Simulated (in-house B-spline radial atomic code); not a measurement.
Whole-atom quantities along the 1-electron series, configuration 1s1. Breit and QED terms are first order and not part of the total energy; the density at the nucleus is averaged over the nuclear charge. Computed with a radial B-spline atomic code at the basis-set limit: Dirac-Hartree-Fock, average of the configuration, finite nuclei.

```json
{"ion": "Tc42+", "Z": "43", "E/Z² (Eh)": "-0.51294", "Σ<r²> (bohr²)": "0.0015284", "n(0)/Z³ (bohr⁻³)": "0.55102", "Lamb diamagnetic shielding (ppm)": "803.82", "self-energy (eV)": "23.491", "vacuum polarisation (eV)": "-2.7616", "Dirac less non-relativistic energy (Eh)": "-23.922"}
{"ion": "Ru43+", "Z": "44", "E/Z² (Eh)": "-0.51358", "Σ<r²> (bohr²)": "0.0014554", "n(0)/Z³ (bohr⁻³)": "0.56342", "Lamb diamagnetic shielding (ppm)": "824.63", "self-energy (eV)": "25.392", "vacuum polarisation (eV)": "-3.0354", "Dirac less non-relativistic energy (Eh)": "-26.291"}
{"ion": "Rh44+", "Z": "45", "E/Z² (Eh)": "-0.51424", "Σ<r²> (bohr²)": "0.0013872", "n(0)/Z³ (bohr⁻³)": "0.5772", "Lamb diamagnetic shielding (ppm)": "845.6", "self-energy (eV)": "27.401", "vacuum polarisation (eV)": "-3.3302", "Dirac less non-relativistic energy (Eh)": "-28.836"}
{"ion": "Pd45+", "Z": "46", "E/Z² (Eh)": "?", "Σ<r²> (bohr²)": "?", "n(0)/Z³ (bohr⁻³)": "?", "Lamb diamagnetic shielding (ppm)": "?", "self-energy (eV)": "?", "vacuum polarisation (eV)": "?", "Dirac less non-relativistic energy (Eh)": "?"}
{"ion": "Ag46+", "Z": "47", "E/Z² (Eh)": "?", "Σ<r²> (bohr²)": "?", "n(0)/Z³ (bohr⁻³)": "?", "Lamb diamagnetic shielding (ppm)": "?", "self-energy (eV)": "?", "vacuum polarisation (eV)": "?", "Dirac less non-relativistic energy (Eh)": "?"}
{"ion": "Cd47+", "Z": "48", "E/Z² (Eh)": "-0.51633", "Σ<r²> (bohr²)": "0.0012077", "n(0)/Z³ (bohr⁻³)": "0.62086", "Lamb diamagnetic shielding (ppm)": "909.56", "self-energy (eV)": "34.112", "vacuum polarisation (eV)": "-4.353", "Dirac less non-relativistic energy (Eh)": "-37.628"}
{"ion": "In48+", "Z": "49", "E/Z² (Eh)": "-0.51707", "Σ<r²> (bohr²)": "0.001155", "n(0)/Z³ (bohr⁻³)": "0.63728", "Lamb diamagnetic shielding (ppm)": "931.24", "self-energy (eV)": "36.591", "vacuum polarisation (eV)": "-4.7448", "Dirac less non-relativistic energy (Eh)": "-40.978"}
{"ion": "Sn49+", "Z": "50", "E/Z² (Eh)": "?", "Σ<r²> (bohr²)": "?", "n(0)/Z³ (bohr⁻³)": "?", "Lamb diamagnetic shielding (ppm)": "?", "self-energy (eV)": "?", "vacuum polarisation (eV)": "?", "Dirac less non-relativistic energy (Eh)": "?"}
{"ion": "Sb50+", "Z": "51", "E/Z² (Eh)": "-0.5186", "Σ<r²> (bohr²)": "0.0010588", "n(0)/Z³ (bohr⁻³)": "0.67121", "Lamb diamagnetic shielding (ppm)": "975.2", "self-energy (eV)": "41.937", "vacuum polarisation (eV)": "-5.613", "Dirac less non-relativistic energy (Eh)": "-48.369"}
{"ion": "Te51+", "Z": "52", "E/Z² (Eh)": "-0.51939", "Σ<r²> (bohr²)": "0.0010149", "n(0)/Z³ (bohr⁻³)": "0.68855", "Lamb diamagnetic shielding (ppm)": "997.49", "self-energy (eV)": "44.814", "vacuum polarisation (eV)": "-6.0925", "Dirac less non-relativistic energy (Eh)": "-52.431"}
{"ion": "I52+", "Z": "53", "E/Z² (Eh)": "-0.52021", "Σ<r²> (bohr²)": "0.00097332", "n(0)/Z³ (bohr⁻³)": "0.70797", "Lamb diamagnetic shielding (ppm)": "1020", "self-energy (eV)": "47.833", "vacuum polarisation (eV)": "-6.6052", "Dirac less non-relativistic energy (Eh)": "-56.758"}
{"ion": "Xe53+", "Z": "54", "E/Z² (Eh)": "-0.52104", "Σ<r²> (bohr²)": "0.00093407", "n(0)/Z³ (bohr⁻³)": "0.72751", "Lamb diamagnetic shielding (ppm)": "1042.72", "self-energy (eV)": "50.998", "vacuum polarisation (eV)": "-7.1522", "Dirac less non-relativistic energy (Eh)": "-61.356"}
{"ion": "Cs54+", "Z": "55", "E/Z² (Eh)": "-0.5219", "Σ<r²> (bohr²)": "0.00089694", "n(0)/Z³ (bohr⁻³)": "0.74839", "Lamb diamagnetic shielding (ppm)": "1065.69", "self-energy (eV)": "54.315", "vacuum polarisation (eV)": "-7.7359", "Dirac less non-relativistic energy (Eh)": "-66.243"}
{"ion": "Ba55+", "Z": "56", "E/Z² (Eh)": "-0.52278", "Σ<r²> (bohr²)": "0.00086177", "n(0)/Z³ (bohr⁻³)": "0.76974", "Lamb diamagnetic shielding (ppm)": "1088.88", "self-energy (eV)": "57.79", "vacuum polarisation (eV)": "-8.358", "Dirac less non-relativistic energy (Eh)": "-71.428"}
{"ion": "La56+", "Z": "57", "E/Z² (Eh)": "-0.52368", "Σ<r²> (bohr²)": "0.00082843", "n(0)/Z³ (bohr⁻³)": "0.79256", "Lamb diamagnetic shielding (ppm)": "1112.33", "self-energy (eV)": "61.427", "vacuum polarisation (eV)": "-9.0209", "Dirac less non-relativistic energy (Eh)": "-76.928"}
```

Question: Fill in the row of Pd45+.

Answer: E/Z² (Eh): -0.51492; Σ<r²> (bohr²): 0.0013235; n(0)/Z³ (bohr⁻³): 0.59117; Lamb diamagnetic shielding (ppm): 866.74; self-energy (eV): 29.521; vacuum polarisation (eV): -3.6472; Dirac less non-relativistic energy (Eh): -31.568.

Question: Fill in the row of Ag46+.

Answer: E/Z² (Eh): -0.51562; Σ<r²> (bohr²): 0.0012637; n(0)/Z³ (bohr⁻³): 0.60616; Lamb diamagnetic shielding (ppm): 888.06; self-energy (eV): 31.757; vacuum polarisation (eV): -3.9878; Dirac less non-relativistic energy (Eh): -34.496.

Question: Fill in the row of Sn49+.

Answer: E/Z² (Eh): -0.51782; Σ<r²> (bohr²): 0.0011055; n(0)/Z³ (bohr⁻³): 0.6538; Lamb diamagnetic shielding (ppm): 953.12; self-energy (eV): 39.198; vacuum polarisation (eV): -5.1642; Dirac less non-relativistic energy (Eh): -44.554.

Question: With what power of Z does the column «Σ<r²> (bohr²)» change over this range?

Answer: A fit of the logarithm of its size against log Z from Z = 43 to 57 has slope -2.17. Unscreened non-relativistic hydrogenic orbitals would give -2.
